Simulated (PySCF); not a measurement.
Se(F)(Me) (CH₃FSe), SMILES F[Se]C. Coordinates come from a PBE0-D3(BJ)/def2-TZVP optimisation.

PySCF with TDA-CAM-B3LYP/def2-SVPD puts the lowest singlet excitations at 3.17, 5.71, 6.08, 6.37, 7.13, 7.21 eV.

What are the lowest excitation roots from ADC(2)/aug-cc-pVDZ run with PySCF 2.14.0? (Estimate from the structure and the level; the computed values follow.)

3.39, 5.57, 5.79, 6.46, 6.72, 6.79 eV. S1 differs by 0.22 eV (second minus first; roots are paired by order, and the bases may differ).
